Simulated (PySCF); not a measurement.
Mapped SMILES: `[CH2:1]=[C:2]([CH3:3])[P:4]([CH3:5])([CH3:6])=[O:7]` (H(Xn): hydrogen on atom n). Ha(C1) is cis to C3; Hb(C1) is trans to C3.

- PBE0/pcSseg-1 with gauge-including orbitals
- GFN2-xTB geometry
- program: PySCF 2.14
- one computed conformer, equivalent nuclei averaged, no relativistic terms, no solvent model

Shifts are taken against calculated references (same method and geometry level): ¹³C and ¹H against TMS; ³¹P against H3PO4; H2O for ¹⁷O.

| atoms | nucleus | count | δ (ppm) |
| --- | --- | --- | --- |
| P4 | ³¹P | 1 | 3.2 |
| O7 | ¹⁷O | 1 | 94.8 |
| H(C3) | ¹H | 3 | 1.85 |
| Ha(C1) | ¹H | 1 | ? |
| C3 | ¹³C | 1 | 21.6 |
| C2 | ¹³C | 1 | ? |
| C1 | ¹³C | 1 | 136.8 |
| Hb(C1) | ¹H | 1 | ? |
| H(C5)/H(C6) | ¹H | 6 | 1.31 |
| C5/C6 | ¹³C | 2 | 19.1 |

Q: Estimate the values marked ?.

A: 
- C2: 151.1 ppm, fully substituted alkene carbon; an sp2 carbon of a C=C bond
- Hb(C1): 6.48 ppm, hydrogen on a terminal =CH2 carbon; a vinylic proton, deshielded by the sp2 carbon and the C=C anisotropy
- Ha(C1): 6.22 ppm, hydrogen on a terminal =CH2 carbon; a vinylic proton, deshielded by the sp2 carbon and the C=C anisotropy

Shifts are as computed. Against solution values, carbons near 30 ppm lie about +3 ppm off and those near 130 ppm about +5 ppm. Of 1211 compounds with measured shifts, 218 miss one by over three times the rms of a fit or turn the order of signals round; such compounds aren't used in these exercises. Experimental scales use liquid or dissolved standards, which lie at an offset from isolated H2O (liquid H2O: subtract about 36 ppm) and H3PO4.
